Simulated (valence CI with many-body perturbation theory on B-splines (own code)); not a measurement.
E1 line list for Te45+

Method: configuration interaction combined with many-body perturbation theory (CI+MBPT): five valence electrons over a frozen Dirac-Fock core [He], radial functions for each j: 9 s, 9 p, 8 d, 6 f, 3 g, 1 h, with the one-electron correlation potential Σ1 (screened to all orders), the two-electron term Σ2, the three-electron term Σ3, Breit, model QED; selected single and double excitations, second order for the rest (own B-spline code, finite nucleus).

The last digits are not significant, and no measured levels were compared; by estimate large intervals hold to a few tenths of a per cent, small ones and those within an open d or f shell to about a per cent. Among the levels kept, up to 1300 cm⁻¹ of a level comes from second order outside the variational space, and about a tenth of that is noise between levels of different J, which matters for small intervals.

Lines 1 to 50 of 252 in falling wavelength, among levels below 4933.6 eV, chosen from the strongest by gf and those to the six lowest levels. Wavelengths and rates use the calculated energies. Electric multipoles are in the length gauge, E1 and E2 with the static RPA response of the core. Weak lines are less certain than strong ones. Lines between different terms over intervals too small for the method are left out, as are lines whose strength nearly cancels. The highest levels of a list are the least certain.

Levels are named by their leading jj configuration (3d3/2^4 stands for four electrons in 3d with j = 3/2), which in mixed levels can hold well under half, so a name can repeat and another be missing. Letters in brackets count levels of one name in rising energy.

```
λ vac (Å)                               Upper                               Lower   A (s⁻¹)  S (a.u.)
    213.2  (2s 2p1/2^2 2p3/2 3p1/2) J=3/2 [b]     (2s 2p1/2^2 2p3/2 3s) J=3/2 [b]  2.17e+09  4.16e-02
    211.9      (2s^2 2p1/2 2p3/2 3p1/2) J=5/2     (2s^2 2p1/2 2p3/2 3s) J=3/2 [b]  2.03e+09  5.72e-02
    198.1          (2s^2 2p1/2^2 3p1/2) J=1/2             (2s^2 2p1/2^2 3s) J=1/2  5.33e+09  4.09e-02
    198.0      (2s^2 2p1/2 2p3/2 3p1/2) J=5/2         (2s^2 2p1/2 2p3/2 3s) J=5/2  2.58e+09  5.93e-02
    183.7  (2s^2 2p1/2 2p3/2 3p1/2) J=3/2 [a]     (2s^2 2p1/2 2p3/2 3s) J=3/2 [a]  3.20e+09  3.91e-02
    178.4  (2s^2 2p1/2 2p3/2 3d5/2) J=5/2 [a]  (2s^2 2p1/2 2p3/2 3p3/2) J=5/2 [c]  1.83e+09  3.08e-02
    177.6          (2s^2 2p3/2^2 3p1/2) J=5/2             (2s^2 2p3/2^2 3s) J=3/2  3.53e+09  5.86e-02
    176.1      (2s 2p1/2^2 2p3/2 3d3/2) J=7/2      (2s 2p1/2^2 2p3/2 3p3/2) J=7/2  1.77e+09  3.81e-02
    172.4          (2s^2 2p3/2^2 3p1/2) J=1/2             (2s^2 2p3/2^2 3s) J=1/2  6.69e+09  3.38e-02
    170.5          (2s^2 2p3/2^2 3p1/2) J=3/2             (2s^2 2p3/2^2 3s) J=5/2  6.40e+09  6.26e-02
    167.8      (2s 2p1/2^2 2p3/2 3p1/2) J=5/2  (2s^2 2p1/2 2p3/2 3p3/2) J=5/2 [b]  2.03e+09  2.84e-02
    163.0          (2s^2 2p3/2^2 3p1/2) J=5/2             (2s^2 2p3/2^2 3s) J=5/2  4.52e+09  5.81e-02
    150.4  (2s^2 2p1/2 2p3/2 3d5/2) J=3/2 [b]  (2s^2 2p1/2 2p3/2 3p3/2) J=1/2 [b]  4.66e+09  3.13e-02
    147.0      (2s 2p1/2^2 2p3/2 3d5/2) J=5/2  (2s 2p1/2^2 2p3/2 3p3/2) J=5/2 [a]  3.71e+09  3.49e-02
    145.1  (2s^2 2p1/2 2p3/2 3d5/2) J=7/2 [b]  (2s^2 2p1/2 2p3/2 3p3/2) J=5/2 [c]  3.63e+09  4.38e-02
    144.7  (2s^2 2p1/2 2p3/2 3p1/2) J=3/2 [b]         (2s^2 2p1/2 2p3/2 3s) J=5/2  9.01e+09  5.39e-02
    143.9      (2s 2p1/2^2 2p3/2 3d5/2) J=9/2      (2s 2p1/2^2 2p3/2 3p3/2) J=7/2  1.29e+10  1.90e-01
    136.3      (2s^2 2p1/2 2p3/2 3d5/2) J=9/2      (2s^2 2p1/2 2p3/2 3p3/2) J=7/2  1.40e+10  1.75e-01
    134.1          (2s^2 2p1/2^2 3d5/2) J=5/2          (2s^2 2p1/2^2 3p3/2) J=3/2  1.46e+10  1.04e-01
    133.3      (2s 2p1/2^2 2p3/2 3p1/2) J=5/2  (2s^2 2p1/2 2p3/2 3p3/2) J=3/2 [a]  4.38e+09  3.07e-02
    131.8  (2s^2 2p1/2 2p3/2 3d5/2) J=7/2 [a]  (2s^2 2p1/2 2p3/2 3p3/2) J=5/2 [a]  1.29e+10  1.16e-01
    129.7      (2s 2p1/2^2 2p3/2 3d5/2) J=5/2  (2s 2p1/2^2 2p3/2 3p3/2) J=3/2 [a]  1.01e+10  6.50e-02
    128.2  (2s^2 2p1/2 2p3/2 3d5/2) J=7/2 [b]  (2s^2 2p1/2 2p3/2 3p3/2) J=5/2 [b]  8.86e+09  7.36e-02
    126.2      (2s 2p1/2^2 2p3/2 3d5/2) J=3/2  (2s 2p1/2^2 2p3/2 3p3/2) J=3/2 [a]  7.95e+09  3.16e-02
    125.6  (2s^2 2p1/2 2p3/2 3d5/2) J=5/2 [b]  (2s^2 2p1/2 2p3/2 3p3/2) J=3/2 [b]  9.12e+09  5.36e-02
    124.1  (2s^2 2p1/2 2p3/2 3d5/2) J=5/2 [a]  (2s^2 2p1/2 2p3/2 3p3/2) J=3/2 [a]  6.64e+09  3.76e-02
    109.3                (2s^2 2p3/2^3) J=3/2          (2s 2p1/2^2 2p3/2^2) J=5/2  4.00e+07  1.03e-04
    105.1  (2s^2 2p1/2 2p3/2 3d5/2) J=3/2 [b]  (2s^2 2p1/2 2p3/2 3p3/2) J=3/2 [a]  9.61e+09  2.21e-02
    93.15  (2s 2p1/2^2 2p3/2 3p3/2) J=3/2 [a]     (2s 2p1/2^2 2p3/2 3s) J=3/2 [a]  3.90e+10  6.23e-02
    92.17  (2s^2 2p1/2 2p3/2 3d3/2) J=5/2 [b]  (2s^2 2p1/2 2p3/2 3p1/2) J=3/2 [b]  8.48e+09  1.97e-02
    91.10  (2s^2 2p1/2 2p3/2 3p3/2) J=3/2 [a]     (2s^2 2p1/2 2p3/2 3s) J=3/2 [b]  1.65e+10  2.47e-02
    88.08      (2s 2p1/2^2 2p3/2 3p3/2) J=7/2  (2s^2 2p1/2 2p3/2 3p3/2) J=5/2 [c]  4.42e+10  1.19e-01
    87.51      (2s 2p1/2^2 2p3/2 3d3/2) J=7/2  (2s^2 2p1/2 2p3/2 3d5/2) J=5/2 [a]  1.20e+10  3.17e-02
    86.25  (2s 2p1/2^2 2p3/2 3p3/2) J=5/2 [b]     (2s 2p1/2^2 2p3/2 3s) J=3/2 [b]  6.77e+10  1.29e-01
    86.05  (2s^2 2p1/2 2p3/2 3p3/2) J=1/2 [a]         (2s^2 2p1/2 2p3/2 3s) J=1/2  4.11e+10  2.59e-02
    85.91  (2s^2 2p1/2 2p3/2 3p3/2) J=5/2 [a]     (2s^2 2p1/2 2p3/2 3s) J=3/2 [a]  4.98e+10  9.34e-02
    85.91  (2s 2p1/2^2 2p3/2 3p3/2) J=5/2 [a]     (2s 2p1/2^2 2p3/2 3s) J=3/2 [a]  4.12e+10  7.74e-02
    85.60      (2s 2p1/2^2 2p3/2 3d3/2) J=5/2      (2s 2p1/2^2 2p3/2 3p1/2) J=5/2  1.25e+10  2.32e-02
    84.64      (2s 2p1/2^2 2p3/2 3d3/2) J=5/2  (2s 2p1/2^2 2p3/2 3p1/2) J=3/2 [a]  1.28e+10  2.30e-02
    84.41      (2s^2 2p1/2 2p3/2 3p3/2) J=7/2         (2s^2 2p1/2 2p3/2 3s) J=5/2  7.13e+10  1.69e-01
    84.29  (2s^2 2p1/2 2p3/2 3p3/2) J=3/2 [b]     (2s^2 2p1/2 2p3/2 3s) J=3/2 [b]  2.40e+10  2.84e-02
    83.47      (2s 2p1/2^2 2p3/2 3d3/2) J=7/2      (2s 2p1/2^2 2p3/2 3p1/2) J=5/2  3.13e+10  7.18e-02
    83.40  (2s 2p1/2^2 2p3/2 3p3/2) J=1/2 [a]     (2s 2p1/2^2 2p3/2 3s) J=3/2 [a]  4.70e+10  2.69e-02
    83.13      (2s 2p1/2^2 2p3/2 3d3/2) J=3/2  (2s 2p1/2^2 2p3/2 3p1/2) J=3/2 [a]  2.44e+10  2.77e-02
    82.97  (2s^2 2p1/2 2p3/2 3d3/2) J=1/2 [b]  (2s^2 2p1/2 2p3/2 3p1/2) J=3/2 [b]  3.64e+10  2.05e-02
    82.82  (2s^2 2p1/2 2p3/2 3d3/2) J=3/2 [a]  (2s^2 2p1/2 2p3/2 3p1/2) J=3/2 [a]  2.06e+10  2.31e-02
    82.75  (2s^2 2p1/2 2p3/2 3p3/2) J=3/2 [a]         (2s^2 2p1/2 2p3/2 3s) J=1/2  2.93e+10  3.27e-02
    81.76  (2s^2 2p1/2 2p3/2 3d3/2) J=5/2 [a]  (2s^2 2p1/2 2p3/2 3p1/2) J=3/2 [a]  4.21e+10  6.82e-02
    81.75  (2s^2 2p1/2 2p3/2 3d5/2) J=3/2 [a]  (2s^2 2p1/2 2p3/2 3p1/2) J=3/2 [b]  1.75e+10  1.89e-02
    81.55      (2s 2p1/2^2 2p3/2 3p3/2) J=7/2  (2s^2 2p1/2 2p3/2 3p3/2) J=5/2 [b]  3.61e+10  7.72e-02
```
